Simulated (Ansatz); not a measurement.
Geometry optimisation, RHF/def2-SVP (Ansatz 0.2.0).

The input (input.yaml):

```yaml
crystal:
  periodic: [false, false, false]
  atoms:
    - { symbol: Ge, position_ang: [0.0, 0.0, 0.0] }
    - { symbol: Cl, position_ang: [0.0, 0.0, 2.57] }
    - { symbol: F, position_ang: [1.5842, 0.0, -0.5594] }
    - { symbol: H, position_ang: [-0.73, 1.2648, -0.5162] }
    - { symbol: F, position_ang: [-0.7913, -1.3709, -0.5594] }
    - { symbol: "N", position_ang: [-2.0973, 0.0, 0.6969] }
    - { symbol: H, position_ang: [-2.8173, -0.6071, 0.2106] }
    - { symbol: H, position_ang: [-2.3831, 0.6071, 1.5174] }
    - { symbol: H, position_ang: [-1.4594, 0.0, 1.8686] }
basis:
  gaussian: { orbitals: def2-SVP }
hamiltonian:
  xc: hf
relax:
  f_tol: 0.15
  max_steps: 25
  restrain:
    - { distance: [0, 5], at: 3.11, k: 30.0 }
    - { distance: [8, 1], at: 2.57, k: 30.0 }
    - { distance: [0, 1], at: 2.22, k: 30.0 }
    - { distance: [8, 5], at: 1.06, k: 30.0 }
```

Run as:

```bash
$ ansatz run input.yaml --threads 2 --pin off --max-ram 3072MiB --backend cpu --events-out ev --progress --plain --runs-dir out
```

Q: Where does it end, and by what steps?

A: The run converged. The restraints hold the end off the free minimum. After 12 steps the energy has fallen by 5.445 eV (the restraints' own energy left out); H8 moved furthest, 0.88 Å. Joined: N6–H9 (1.33 → 1.03 Å).

```
step  energy less start (eV)  largest force component (eV/Å)  accepted
   0                  0.0000                           4.195       yes
   1                 -0.9414                           5.315       yes
   2                 -1.9135                           7.015       yes
   3                 -3.3908                           5.352       yes
   4                 -4.6982                           2.937       yes
   5                 -5.1346                           1.223       yes
   6                 -5.3355                           1.115       yes
   7                 -5.3404                           1.788       yes
   8                 -5.4440                           1.046       yes
   9                 -5.4423                           0.906       yes
  10                 -5.4092                           0.996        no
  11                 -5.4432                           1.000       yes
  12                 -5.4455                           0.983       yes
```

```xyz
9
Properties=species:S:1:pos:R:3
Ge 0.351 0.064 -0.054
Cl 0.494 -0.180 2.118
F 1.963 -0.038 -0.606
H -0.245 1.354 -0.532
F -0.363 -1.337 -0.697
N -2.545 0.092 1.059
H -3.073 -0.699 0.731
H -3.197 0.825 1.280
H -2.079 -0.186 1.931
```

Time of the run: 28 s on 2 threads of Arm Neoverse V1 (shared host), peak memory 0.26 GiB.
